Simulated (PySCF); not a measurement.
Zn(Br)(OMe) (CH₃BrOZn), SMILES C[O][Zn][Br]. Atoms are numbered in the order given.

```xyz
7

Zn     0.1365     0.4655     0.0000
Br    -0.0878    -1.7604     0.0000
O      0.5059     2.2113     0.0000
C     -0.4725     3.2216     0.0000
H     -1.1372     3.2080     0.8992
H      0.0402     4.2110     0.0000
H     -1.1372     3.2080    -0.8992
```

Geometry optimised at PBE-D3(BJ)/def2-SVP. The structure was generated by enumeration; whether it is a known compound was not checked. The values are those of a single conformer.

Method: PBE-D3(BJ)/def2-SVP (PySCF 2.14.0).

Frequencies are harmonic and unscaled.

Question: Estimate the vibrational spectrum. (An estimate is asked for; the answer gives what the named calculation found.)

Answer: 
```
mode  ν (cm⁻¹)  IR (km/mol)  Raman (Å⁴/amu)  depolarisation    moving atoms (share of kinetic energy)
----  --------  -----------  --------------  --------------  ----------------------------------------
1           68          3.5             0.7            0.51          Zn 44 %, C 28 %, H 14 %, Br 14 %
2           79          4.8             0.1            0.75                   H 44 %, Zn 34 %, Br 8 %
3          138         14.5             0.0               –                   H 46 %, O 35 %, Zn 17 %
4          218         11.6             4.6            0.34  O 30 %, C 30 %, H 15 %, Zn 13 %, Br 11 %
5          291         10.8             9.1            0.24                  Br 43 %, Zn 32 %, O 22 %
6          597         46.1            15.8            0.22                   O 50 %, Zn 31 %, C 12 %
7         1109        224.9            12.3            0.41                    O 47 %, C 41 %, H 12 %
8         1124          0.0             4.2            0.75                            H 77 %, C 19 %
9         1149         16.4            17.7            0.11                    H 66 %, C 22 %, O 12 %
10        1417          1.6            29.7            0.75                                    H 96 %
11        1422          6.4            20.2            0.68                                    H 94 %
12        1428         53.2            24.0            0.63                             H 90 %, C 9 %
13        2876        148.6           193.0            0.03                                    H 97 %
14        2932         71.6           110.1            0.75                            H 90 %, C 10 %
15        2979         43.2           251.9            0.49                             H 91 %, C 9 %
```
